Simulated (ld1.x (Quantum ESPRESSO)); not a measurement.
**Transferability test, TM semilocal potential for lithium (Li)**

* Element: Li (Z = 3)
* Generator: ld1.x (Quantum ESPRESSO) 7.5
* Type: norm-conserving Troullier–Martins (semilocal form)
* Functional: PBE
* Relativity: non-relativistic
* Frozen core: none
* Valence charge: 3
* Reference configuration: 1s2 2s0.5 2p0.5
* Partial waves: 1s (bound): rc 0.60 bohr; 2p (bound): rc 4.20 bohr; 3d channel at 0.3 Ry: rc 4.00 bohr
* Local potential: the d channel
* Core correction: none

Occupied shells without a wave of their own: 2s. They enter only through the test configuration that unscreens the potential.

Energies are relative to the spin-unpolarised reference configuration 1s2 2s0.5 2p0.5; without spin polarisation the order of configurations can differ from experiment.

| valence configuration | charge | ΔE all-electron (eV) | error AE − PS (meV) |
| --- | --- | --- | --- |
| 1s2 2s1 2p0 | 0 | -0.893 | -5.4 |
| 1s2 2s0 2p0 | +1 | 4.403 | +15 |
| 1s2 2s0.5 2p0 | +0.5 | 1.155 | +2.0 |
| 1s1 2s1 2p0 | +1 | 67.508 | +97 |

**Question.** What are ΔE and the potential's error for 1s2 2s0 2p1?

**Answer.** ΔE = 0.893 eV all-electron; the error (AE − PS) is +0.4 meV.

Levels in the configuration 1s2 2s0 2p0:

```tsv
level	all-electron (eV)	pseudo (eV)
1s	-60.409	-60.341
```
